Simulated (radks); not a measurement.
Spherical jellium clusters: N electrons in a uniform positive sphere of charge N and radius rs N^(1/3), rs = 3.47 bohr. Calculated with a radial shooting solver with Libxc functionals: non-relativistic Kohn-Sham, PBEsol, spin-polarised, spherical densities. Levels are named by radial order and angular momentum (1s, 1p, 1d, 2s, ...), and open shells are averaged over m.

N = 39, configuration 1s2 1p6 1d10 2s2 1f14 2p(up 3, down 2). This is the lowest configuration that the search found. Occupied levels:

| level | occupation | eigenvalue (eV) | <r> (bohr) |
|---|---|---|---|
| 1s up | 1 | -6.3317 | 7.297 |
| 1s down | 1 | -6.2688 | 7.442 |
| 1p up | 3 | -5.6728 | 8.410 |
| 1p down | 3 | -5.6374 | 8.468 |
| 1d up | 5 | -4.7939 | 9.193 |
| 1d down | 5 | -4.7712 | 9.200 |
| 2s up | 1 | -4.2068 | 7.231 |
| 2s down | 1 | -4.1030 | 7.110 |
| 1f up | 7 | -3.7366 | 9.834 |
| 1f down | 7 | -3.7156 | 9.817 |
| 2p up | 3 | -2.9589 | 8.415 |
| 2p down | 2 | -2.8495 | 8.470 |

Energy (eV): total -71.7780, kinetic 87.362, external -4168.8, Hartree 2061.2, exchange-correlation -161.79, background 2110.3.

Electron density:

| r (bohr) | n(r) (e/bohr^3) |
|---|---|
| 1.32 | 0.005208 |
| 2.73 | 0.005968 |
| 4.15 | 0.006140 |
| 5.57 | 0.005773 |
| 6.98 | 0.005772 |
| 8.40 | 0.006100 |
| 9.81 | 0.005311 |
| 11.2 | 0.003028 |
| 12.6 | 0.001081 |
| 14.1 | 0.0002825 |
| 15.5 | 0.00006614 |
| 16.9 | 0.00001488 |
| 18.3 | 3.348e-06 |
